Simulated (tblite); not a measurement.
Compound: C2H9B3O3.
Bonds: B1–O2, O2–B3, B3–C4, C4–O5, O5–C6, B3–O7, O7–B8. Hydrogens: H9, H10 on B1; H11, H12 on C4; H13, H14, H15 on C6; H16, H17 on B8.

Computed with GFN2-xTB (tblite), gas phase: L-BFGS steps from a force-field or distance-geometry start until the largest atomic force falls under 0.01 eV/Å.

Step 12: E = -678.2669 eV
```
atom  x, y, z in Å  |  force x, y, z in eV/Å
B1     -0.0084    2.6680    0.1430    0.160  -0.292  -0.178
O2      0.4469    1.5195   -0.2994   -0.176  -0.280   0.157
B3      0.7237    0.2233   -0.1431   -0.236  -0.219  -0.368
C4     -0.1484   -0.9861   -0.8722   -0.077  -0.054   0.029
O5     -1.2357   -1.4622   -0.0827    0.041   0.067   0.009
C6     -2.2724   -0.5366    0.0935   -0.065  -0.018  -0.040
O7      1.7442   -0.1960    0.5913    0.039  -0.086  -0.023
B8      2.6858   -1.0981    0.7476    0.112   0.339  -0.008
H9     -0.0040    3.5498   -0.6243   -0.001   0.289   0.034
H10    -0.4081    2.7466    1.2481   -0.117   0.131   0.011
H11     0.4772   -1.8869   -0.9628    0.055   0.296  -0.052
H12    -0.5181   -0.7369   -1.8901    0.084   0.118   0.329
H13    -2.5915   -0.1380   -0.8751   -0.082   0.108  -0.025
H14    -3.0911   -1.0970    0.5391   -0.076   0.021   0.058
H15    -1.9999    0.3001    0.7516    0.080  -0.091  -0.081
H16     3.3034   -1.3914   -0.2203    0.138  -0.178   0.267
H17     2.8894   -1.4661    1.8460    0.121  -0.151  -0.120
```

Step 13: E = -678.2977 eV
```
atom  x, y, z in Å  |  force x, y, z in eV/Å
B1     -0.0159    2.6727    0.1562    0.196  -0.331  -0.241
O2      0.4220    1.5072   -0.2539   -0.142  -0.271   0.071
B3      0.7221    0.2127   -0.1623   -0.162  -0.169  -0.091
C4     -0.1545   -0.9897   -0.8808   -0.058  -0.051   0.005
O5     -1.2354   -1.4611   -0.0868   -0.026  -0.021   0.140
C6     -2.2705   -0.5356    0.0917   -0.109   0.006  -0.024
O7      1.7519   -0.2128    0.5641   -0.062   0.026  -0.139
B8      2.7005   -1.0989    0.7436    0.090   0.324   0.043
H9      0.0145    3.5445   -0.6194    0.022   0.307  -0.054
H10    -0.4286    2.7948    1.2463   -0.155   0.075   0.145
H11     0.4625   -1.8898   -0.9883    0.146   0.189   0.003
H12    -0.5337   -0.7477   -1.8880    0.017   0.230   0.091
H13    -2.5897   -0.1373   -0.8773   -0.096   0.107  -0.015
H14    -3.0898   -1.0928    0.5419   -0.058   0.017   0.031
H15    -1.9981    0.3012    0.7495    0.093  -0.082  -0.084
H16     3.3399   -1.4158   -0.1942    0.174  -0.158   0.106
H17     2.8959   -1.4395    1.8478    0.128  -0.199   0.011
```

Problem. Estimate the geometry and energy of step 14. (The exact step hangs on the optimiser's Hessian estimate; all steps are aligned on step 13, rigid shifts and turns removed.)

Solution. E = -678.3232 eV, largest force 0.332 eV/Å
```
atom  x, y, z in Å  |  force x, y, z in eV/Å
B1     -0.0198    2.6731    0.1657    0.115  -0.202  -0.153
O2      0.3950    1.4897   -0.2074   -0.100  -0.246  -0.036
B3      0.7186    0.1989   -0.1821   -0.146  -0.029   0.147
C4     -0.1618   -0.9939   -0.8890   -0.062  -0.045  -0.008
O5     -1.2360   -1.4605   -0.0875   -0.080  -0.091   0.192
C6     -2.2706   -0.5346    0.0895   -0.112   0.018  -0.008
O7      1.7570   -0.2287    0.5330    0.050   0.010  -0.154
B8      2.7183   -1.0937    0.7413    0.014   0.281   0.053
H9      0.0334    3.5444   -0.6165    0.061   0.176  -0.057
H10    -0.4517    2.8428    1.2473   -0.104  -0.008   0.067
H11     0.4509   -1.8899   -1.0131    0.208   0.060   0.043
H12    -0.5491   -0.7536   -1.8857   -0.065   0.303  -0.120
H13    -2.5896   -0.1346   -0.8796   -0.100   0.081   0.002
H14    -3.0897   -1.0887    0.5451   -0.049   0.019   0.004
H15    -1.9943    0.3009    0.7457    0.089  -0.050  -0.069
H16     3.3783   -1.4423   -0.1674    0.174  -0.094   0.013
H17     2.9041   -1.4171    1.8509    0.109  -0.183   0.082
```

The energy changes by -0.0255 eV. The first-order estimate −F·Δx gives -0.0366 eV and the mean of the old and new forces, exact on a quadratic surface, -0.0255 eV. The step makes an angle of 71° with the force vector and moves no atom by more than 0.057 Å.

The cost below is that of the whole relaxation. The run took 2.1 s on Arm Neoverse N1, one thread, shared host.
